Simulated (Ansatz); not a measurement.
**Two structures, one formula**

Two isomers of CH4BMgN, singlet, relaxed at PBE0-D4/def2-TZVP (vibrations not checked).

A:

```
atom    x (Å)    y (Å)    z (Å)
  C1   2.6599   0.3498   0.1258
  B2   1.2840   0.1697   0.0614
 Mg3  -0.9101  -0.1192  -0.0426
  N4  -2.7770  -0.3645  -0.1308
  H5   3.1195   1.2491   0.5305
  H6   3.3679  -0.3981  -0.2254
  H7  -3.3812  -0.1083  -0.8977
  H8  -3.3630  -0.7785   0.5789
```

B:

C1  (0.522, 0.995, -1.382)
N2  (0.113, 0.210, -0.297)
B3  (-0.251, -0.486, 0.670)
Mg4  (-0.898, -1.713, 2.380)
H5  (0.302, 0.502, -2.335)
H6  (0.013, 1.964, -1.387)
H7  (1.600, 1.188, -1.351)
H8  (-1.401, -2.660, 3.702)
(Å)

Ansatz 0.2.0; basis: def2-TZVPP; cores frozen in the correlated methods. The outer core shell of Li, Na, Mg and K is correlated. The def2 sets are not built for correlating such inner shells, so the correlated values are less sure here. B3LYP uses VWN-RPA correlation.

Problem. Which structure is lower at CCSD(T), and by how much? (Judge from chemistry; the value comes from the calculation.)

Solution. Computed: B, by 86.2 kJ/mol (electronic energy, against the other). By their contacts, A is CH₄BMgN ([CH2][B][Mg][NH2]) and B is CH₄BMgN ([CH3][N][B][MgH]).

All methods give the same order:

```csv
method,E(B) − E(A) (kJ/mol)
PBE-D4,-93.4
r2SCAN-D4,-84.9
PBE0-D4,-91.6
B3LYP-D4,-89.9
wB97M-V,-84.6
HF,-82.4
MP2,-94.0
CCSD,-82.5
CCSD(T),-86.2
```

No T1 diagnostic of these runs exceeds 0.013.

Labels in which every atom is bracketed show which atoms are joined, not bond orders.
